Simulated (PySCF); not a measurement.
Job file and geometry (Å, from GFN2-xTB) of an NMR shielding run on SMILES F[B-]([P@@H+]1[C@H](CC)C1)(F)F, C4H9BF3P, GIAO PBE0/pcSseg-1 NMR shielding, non-relativistic, gas phase in PySCF; density fitting, a coarse starting grid and PySCF grid level 2 are the driver's defaults:

```
{"job": {"kind": "nmr", "xc": "PBE0", "basis": "pcSseg-1"}, "charge": 0, "multiplicity": 1}
C     -2.460960    -0.168174    -0.115406
C     -1.068224    -0.279716     0.499660
C     -0.229672     0.928086     0.147844
C      0.433406     0.987604    -1.204365
P      1.607209     0.782288     0.187367
B      2.402177    -1.409735     0.391201
F      1.867407    -1.758863     1.554519
F      3.716428    -1.263211     0.341550
F      1.797085    -1.872493    -0.701901
H     -2.969408     0.721978     0.248873
H     -2.395799    -0.107276    -1.199144
H     -3.059556    -1.036317     0.146805
H     -0.577335    -1.183644     0.134014
H     -1.152135    -0.361373     1.585381
H     -0.626734     1.863998     0.529795
H      0.321766     0.117579    -1.839552
H      0.442957     1.925562    -1.742268
H      1.942630     2.120026     0.417304
```

Question: What does the program print?

Answer: 
```
coarse grid: 15896 points
cycle   1  E = -822.8532890809  dE =  1.038e+00  |g| = 8.198e-01  |ddm| = 3.701e+00
cycle   2  E = -822.7609405141  dE =  9.235e-02  |g| = 1.134e+00  |ddm| = 1.175e+00
cycle   3  E = -822.9687809362  dE = -2.078e-01  |g| = 5.804e-02  |ddm| = 7.226e-01
cycle   4  E = -822.9693193401  dE = -5.384e-04  |g| = 4.053e-02  |ddm| = 1.210e-01
cycle   5  E = -822.9697244199  dE = -4.051e-04  |g| = 7.882e-03  |ddm| = 4.662e-02
cycle   6  E = -822.9697381990  dE = -1.378e-05  |g| = 2.270e-03  |ddm| = 9.251e-03
cycle   7  E = -822.9697393747  dE = -1.176e-06  |g| = 3.149e-04  |ddm| = 2.461e-03
final grid: 151128 points
cycle   8  E = -823.0365056140  dE = -7.992e-05  |g| = 9.431e-03  |ddm| = 3.033e-02
cycle   9  E = -823.0364830641  dE =  2.255e-05  |g| = 1.311e-02  |ddm| = 1.995e-02
cycle  10  E = -823.0365272786  dE = -4.421e-05  |g| = 1.200e-03  |ddm| = 1.363e-02
cycle  11  E = -823.0365276552  dE = -3.766e-07  |g| = 3.309e-04  |ddm| = 1.731e-03
cycle  12  E = -823.0365276791  dE = -2.390e-08  |g| = 7.502e-05  |ddm| = 2.707e-04
cycle  13  E = -823.0365276803  dE = -1.172e-09  |g| = 2.478e-05  |ddm| = 9.838e-05
cycle  14  E = -823.0365276804  dE = -1.094e-10  |g| = 4.938e-06  |ddm| = 2.089e-05
converged SCF energy = -823.0365276804

GIAO shielding tensors (ppm)
atom      isotropic    diamagn.    paramagn.     s11        s22        s33       span
  0 C      169.832     246.920     -77.089    157.616    163.815    188.065     30.449
  1 C      157.879     246.709     -88.830    148.320    153.686    171.633     23.313
  2 C      163.458     258.532     -95.073    128.830    162.820    198.725     69.895
  3 C      175.295     257.610     -82.315    149.205    176.190    200.491     51.286
  4 P      601.241     970.742    -369.501    449.777    463.812    890.134    440.357
  5 B       96.379     188.482     -92.102     86.955     98.610    103.573     16.618
  6 F      288.623     469.243    -180.620    191.018    308.296    366.556    175.538
  7 F      289.061     462.653    -173.592    193.327    306.562    367.293    173.967
  8 F      287.055     471.411    -184.355    202.262    294.206    364.698    162.436
  9 H       30.646      29.588       1.058     26.419     28.405     37.114     10.695
 10 H       30.598      30.403       0.195     25.567     30.263     35.964     10.397
 11 H       30.375      28.470       1.905     25.453     27.250     38.422     12.970
 12 H       30.594      32.878      -2.284     23.901     32.251     35.631     11.729
 13 H       29.489      31.682      -2.194     23.573     29.214     35.679     12.105
 14 H       30.025      34.234      -4.209     23.369     27.612     39.092     15.723
 15 H       30.699      33.014      -2.315     26.128     27.609     38.358     12.230
 16 H       30.244      31.915      -1.671     24.290     25.278     41.163     16.874
 17 H       30.420      31.852      -1.432     22.351     25.472     43.437     21.086
```

Size and cost of the density-fitted run: 205 basis functions, 34 s wall time on 1 thread of an Arm Neoverse V1, shared host.
